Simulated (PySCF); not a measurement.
Compound: methyldifluoroisocyanate silane, C₂H₃F₂NOSi.
Geometry (PBE0-D3(BJ)/def2-SVP, Å), atoms numbered from 1 in this order:
```xyz
10
C2H3F2NOSi angstrom
C     -1.4728   -0.5669   -0.0195
Si    -0.1717    0.7256   -0.0632
F     -0.2262    1.5681   -1.4340
F     -0.3838    1.7899    1.1258
N      1.3931    0.0802    0.0808
C      2.5159   -0.3366    0.1299
O      3.6015   -0.7532    0.1799
H     -1.3551   -1.2665   -0.8602
H     -1.4101   -1.1385    0.9187
H     -2.4732   -0.1132   -0.0819
```

Method: core-valence-separated Tamm–Dancoff BHandHLYP/aug-pcX-1 (pcseg-1 on H, def2-SVPD on Si) in PySCF, non-relativistic, gas phase, PBE0-D3(BJ)/def2-SVP geometry. BHandHLYP without relativity tends to put these K edges a few eV too low, so spacings mean more than positions.

Task: Give energies, oscillator strengths and core holes at the F K edge.

Result: 
```
E (eV)       f  core hole on          main final orbital
685.70  0.0198         F3/F4  spread (2 roots, f summed)
686.72  0.0243         F3/F4  LUMO+2 (2 roots, f summed)
687.27  0.0172         F3/F4    LUMO (2 roots, f summed)
687.41  0.0105            F3               LUMO+1 (46 %)
687.44  0.0102            F4               LUMO+1 (44 %)
687.96  0.0121         F3/F4  spread (2 roots, f summed)
```

The first line with a tenth or more of the strongest one's intensity is at 685.70 eV (f = 0.020, sum of 2), with the hole on F3/F4 (silicon-bound fluorine). The strongest listed is at 686.72 eV (f = 0.024, sum of 2; F3/F4).

Task: List the oxygen K-edge absorption lines.

Result: 
```tsv
E (eV)	f	core hole on	main final orbital
532.58	0.0376	O7	LUMO+4 (51 %)
532.65	0.0376	O7	LUMO+5 (49 %)
534.36	0.0059	O7	LUMO (45 %)
536.37	0.0013	O7	spread
536.49	0.0048	O7	LUMO+2/LUMO+3 (2 roots, f summed)
537.00	0.0090	O7	spread
```

The first line with a tenth or more of the strongest one's intensity is at 532.58 eV (f = 0.038), with the hole on O7 (oxygen bonded to C). The strongest listed is at 532.65 eV (f = 0.038; O7).

Task: Give energies, oscillator strengths and core holes at the N K edge.

Result: 
```csv
E (eV),f,core hole on,main final orbital
399.52,0.0520,N5,"LUMO+4/LUMO+5 (2 roots, f summed)"
400.77,0.0009,N5,LUMO (65 %)
402.02,0.0173,N5,LUMO+2 (57 %)
402.24,0.0116,N5,LUMO+3 (57 %)
402.38,0.0103,N5,LUMO+1 (53 %)
403.12,0.0042,N5,spread
```

The first line with a tenth or more of the strongest one's intensity is at 399.52 eV (f = 0.052, sum of 2), with the hole on N5 (isocyanate nitrogen). It is also the strongest listed.

Roots within 0.03 eV whose holes lie on the same, on equivalent or on shared atoms are summed into one line, and the highest roots are left out, as the search may have cut off their partners. Final orbitals are the ground state's empty Kohn–Sham orbitals.

Task: What is the summed oscillator strength of the listed F K lines, and their intensity-weighted mean energy?

Result: Σf = 0.094 over 6 lines from 685.70 to 687.96 eV; the weighted mean is 686.92 eV. The strongest line holds 26 % of the sum.

Only the lowest roots of each edge were sought.

Cost: about 30 s of CPU time on one thread; the machine was shared, so the figure is rough.
